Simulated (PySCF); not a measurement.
## Radial density of Sr (strontium, neutral)

PBE, [Kr] 5s2, closed-shell 1S. All numbers are calculated (PySCF 2.14, the spin-free X2C one-electron Hamiltonian (Gaussian nucleus), in x2c-SVPall (6s4p5d1f, 50 functions)).

```
r (bohr)  4πr²ρ (e/bohr)
  0.0352           45.52
  0.0593           39.44
  0.0997           54.15
   0.168           48.00
   0.282           34.15
   0.475           38.02
   0.798           11.18
    1.34           7.039
    2.26           2.024
    3.80          0.6126
    6.39          0.1798
    10.7        0.002136
```

Densities and radii are taken from the X2C orbitals without a picture-change correction, which distorts them close to the nucleus.
